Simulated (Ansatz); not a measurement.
Consider the formal hydrolysis of a Zn–S bond: `C[S][Zn][SH]` + H₂O → `[OH][Zn][SH]` + CH₃SH.

Gas-phase electronic energies from Ansatz, PBE0-D4/def2-TZVP geometries. CCSD(T)/CBS adds triple-zeta CCSD(T) − MP2 to the extrapolated MP2 energy (def2 sets, frozen cores). This one scheme is used for every species. DFT in def2-TZVPP. For Zn outer-core shells are correlated without core-valence functions, which leaves a few kJ/mol of doubt a bond. Scalar relativity is left out up to krypton. Each species was taken in one conformer, which may not be the lowest.

CCSD(T)/CBS gives +0.50 eV.

(1) Another level gave +0.47 eV. Which?
A. CCSD/def2-TZVPP
B. r2SCAN/def2-TZVPP
C. PBE0-D4/def2-TZVPP
D. CAM-B3LYP/def2-TZVPP

Largest T1 diagnostic among the species: 0.016.

Results:

(1) B. r2SCAN 0.47, CAM-B3LYP 0.38, PBE0-D4 0.55, CCSD/def2-TZVPP 0.43 eV.

At CCSD(T), def2-SVP lies −0.06 eV from the extrapolated value and def2-TZVPP −0.06 eV. The D4 term adds +0.06 eV with B3LYP and +0.03 eV with PBE0; it sums over pairs of atoms, weighted by their polarisabilities, and B3LYP, whose exchange is more repulsive, gets the larger term.

B3LYP here is the variant with VWN-RPA as its local correlation; programs differ in this.
